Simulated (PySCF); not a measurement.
C₅H₅F₅.
Bonds: C1–C2, C2–C3, C3–F4, C3–F5, C3–C6, C6–F7, C6–C8 (double), C8–F9, C8–F10. Hydrogens: H11, H12, H13 on C1; H14, H15 on C2.

Computed with PySCF at PBE0/def2-SVPD, non-relativistic, on one gas-phase PBE0-D3(BJ)/def2-SVP geometry that isn't relaxed in the solvent. The solvent is an IEF-PCM continuum (Bondi radii, 1.10 Å for H, scaled by 1.2), and excitations are vertical TDDFT with non-equilibrium linear response and a frozen core. The model holds no explicit solvent molecules, cavitation or dispersion.

Gas-phase singlets (H = HOMO, L = LUMO):

| state | E (eV) | λ (nm) | f | leading configuration |
| --- | --- | --- | --- | --- |
| S1 | 6.795 | 182 | 0.005 | H→L+1 59% |
| S2 | 7.314 | 170 | 0.056 | H→L+1 31% |
| S3 | 7.339 | 169 | 0.342 | H→L 83% |
| S4 | 7.878 | 157 | 0.000 | H→L+3 67% |
| S5 | 8.126 | 153 | 0.000 | H-1→L 94% |

Question: What are the lowest 5 singlets in methanol (ε = 32.61)?

Answer: 
```json
{"state": "S1", "E (eV)": "6.798", "λ (nm)": "182", "f": "0.005", "leading configuration": "H→L+1 59%", "change by rank (eV)": "+0.003"}
{"state": "S2", "E (eV)": "7.244", "λ (nm)": "171", "f": "0.385", "leading configuration": "H→L 84%", "change by rank (eV)": "-0.070"}
{"state": "S3", "E (eV)": "7.264", "λ (nm)": "171", "f": "0.065", "leading configuration": "H→L+2 40%", "change by rank (eV)": "-0.075"}
{"state": "S4", "E (eV)": "8.033", "λ (nm)": "154", "f": "0.000", "leading configuration": "H→L+3 84%", "change by rank (eV)": "+0.155"}
{"state": "S5", "E (eV)": "8.097", "λ (nm)": "153", "f": "0.000", "leading configuration": "H-1→L 92%", "change by rank (eV)": "-0.029"}
```

Question: Give the list for dimethylsulfoxide (ε = 46.83), n² = 2.19.

Answer: 
| state | E (eV) | λ (nm) | f | leading configuration | change by rank (eV) |
| --- | --- | --- | --- | --- | --- |
| S1 | 6.794 | 182 | 0.006 | H→L+1 59% | -0.001 |
| S2 | 7.214 | 172 | 0.445 | H→L 94% | -0.100 |
| S3 | 7.258 | 171 | 0.021 | H→L+2 45% | -0.081 |
| S4 | 8.034 | 154 | 0.000 | H→L+3 84% | +0.156 |
| S5 | 8.096 | 153 | 0.000 | H-1→L 92% | -0.030 |

Question: How do the frontier levels move from gas to dimethylsulfoxide?

Answer: 
```csv
orbital,gas (eV),solvent (eV),change (eV)
LUMO+2,0.73,0.82,+0.09
LUMO+1,0.44,0.56,+0.12
LUMO,-0.34,-0.25,+0.09
HOMO,-7.88,-7.80,+0.08
HOMO-1,-9.97,-9.81,+0.16
HOMO-2,-10.25,-9.92,+0.33
HOMO-3,-10.83,-10.56,+0.27
```

The HOMO–LUMO gap goes from 7.54 to 7.55 eV. Rows go by rank; for LUMO+1 and LUMO+2 the atom shares or the degeneracy differ between the runs, so the row needn't follow one orbital.

The run took 55 s wall on one thread, Arm Neoverse V1, no GPU, on a shared host. This is the whole response run at PBE0/def2-SVPD in dimethylsulfoxide, SCF included.

The values belong to the conformer `[CH3:1][CH2:2][C:3]([F:4])([F:5])[C:6]([F:7])=[C:8]([F:9])[F:10]`: C1–C2–C3–F4 -57°, C2–C3–C6–F7 -3°.
